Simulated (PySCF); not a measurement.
C₂H₇NPSi (doublet state).
Structure used (GFN2-xTB), in Å, numbered top down from 1:
```
atom  x, y, z in Å
C1    -2.2672   -0.3634    0.1446
N2    -1.2034   -1.2537    0.4529
C3     0.0065   -0.9107    0.3592
Si4    0.7722    0.7260   -0.1959
P5     2.9246    0.7932    0.3632
H6    -1.9383    0.5163   -0.4257
H7    -3.0157   -0.9164   -0.4245
H8    -2.7343   -0.0371    1.0759
H9     0.7250   -1.6972    0.5833
H10    0.1413    1.9489    0.3272
H11    3.3191    1.5727   -0.7087
H12    3.2714   -0.3794   -0.2833
```

The hyperfine couplings belong to this conformer and change with its torsions.

As a line formula: `C/N=C\[SiH]P` [radical].

Computed, not measured: PySCF, UKS B3LYP, pcH-1 on C H N P Si, non-relativistic, mean-field spin-orbit, GIAO. Isolated species at its GFN2-xTB geometry (one conformer only). The geometry wasn't refined by DFT: couplings that depend on bond lengths, twists or pyramidal angles can differ widely from those at the functional's own minimum, by a factor of two or more for some ions and for spin on atoms past the first row. Stability of the SCF solution: not tested.

Q: Break the g tensor into its mass correction, gauge correction and orbital-Zeeman/spin–orbit terms.

A: 
```
                    Δg (ppm)     1     2     3
relativistic mass correction  -151  -151  -151
            gauge correction    11    36    57
   orbital Zeeman/spin–orbit  -552   759  4981
                       total  -692   644  4887
```

So g = 2.00163, 2.00296, 2.00721 and g_iso = 2.00393; the tensor is rhombic: the two nearest values differ by 24 % of g3 − g1. Axes: g2 points within 13° of the Si4–P5 bond.

Q: How much does each term add to the isotropic shift?

A: The orbital-Zeeman/spin–orbit term 1729, the mass correction -151 and the gauge correction 35 ppm, for a total of 1613 ppm. The orbital-Zeeman/spin–orbit term is the largest in size. The mass correction is the same along every axis, so the anisotropy comes from the other two: their spans along these axes are 46 (gauge) and 5534 ppm (orbital Zeeman/spin–orbit).

Q: At 9.729 GHz, how far is the centre of the isotropic spectrum from where a free electron (g = 2.002319) resonates?

A: B = hν/(g μB) with μB/h = 13.99624 MHz/mT gives 347.15 mT for the free electron and 346.88 mT at g_iso, 0.28 mT lower.

Q: What effective moment and Curie constant follow for a powder?

A: With the mean of g² = 4.0158 and S(S+1) = 0.75: μ_eff = √(⟨g²⟩S(S+1)) = 1.735 μB and χT = 0.12505·⟨g²⟩·S(S+1) = 0.377 cm³ K/mol (cgs; spin-Hamiltonian part alone).

Q: In a frozen sample, at which fields do the three g values resonate at 9.5, 34, 94 and 263 GHz (hyperfine left aside), and which band first spreads them over more than twice a line width of 0.5 mT?

A: 
```json
{"band": "X", "GHz": "9.5", "B(g3) mT": "338.16", "B(g2) mT": "338.87", "B(g1) mT": "339.10", "spread mT": "0.94"}
{"band": "Q", "GHz": "34.0", "B(g3) mT": "1210.25", "B(g2) mT": "1212.81", "B(g1) mT": "1213.62", "spread mT": "3.37"}
{"band": "W", "GHz": "94.0", "B(g3) mT": "3345.99", "B(g2) mT": "3353.08", "B(g1) mT": "3355.31", "spread mT": "9.33"}
{"band": "J", "GHz": "263.0", "B(g3) mT": "9361.64", "B(g2) mT": "9381.48", "B(g1) mT": "9387.74", "spread mT": "26.09"}
```

The spread grows in proportion to the frequency. Q band is the first where it exceeds 1.0 mT.

The Mulliken spin populations are largest on Si4 (+0.81), N2 (+0.16), P5 (+0.07) and C3 (-0.07). The positive populations add up to 1.09 and the negative ones to -0.09, together 2S = 1. The angles at Si4 add up to 333.8°, so it is pyramidal.

The HOMO–LUMO gaps are 4.60 eV among the α and 3.50 eV among the β orbitals.
